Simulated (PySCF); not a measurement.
Input file for PySCF: R-HF/3-21G on CH4OSn (SMILES C[O][SnH]), a point of a bond scan (R = 2.164 Å).

```python
from pyscf import gto, scf, dft, mp
from pyscf.data.elements import chemcore

mol = gto.M(
    atom='''
    Sn   -0.25585110   -0.35397741    0.47967984
    H    -1.50329048   -0.86135786   -1.21438564
    O     0.88269222    0.89219764   -0.56591150
    C     0.78581823    1.22657121   -1.93455092
    H     0.62947298    2.30497022   -2.04038106
    H     1.72035497    0.96983708   -2.44378264
    H    -0.03833601    0.70384925   -2.43318955
    ''',
    basis='3-21g',
    charge=0, spin=0, verbose=3, max_memory=1800)
mf = scf.RHF(mol)
mf.conv_tol = 1e-8
mf.max_cycle = 100
mf.kernel()
if not mf.converged:
    mf = mf.newton().run(mf.mo_coeff, mf.mo_occ)
```

Output:

```
converged SCF energy = -6110.67641988065
```

Self-consistency was reached.

Cost: around 0.4 core-seconds (rough).
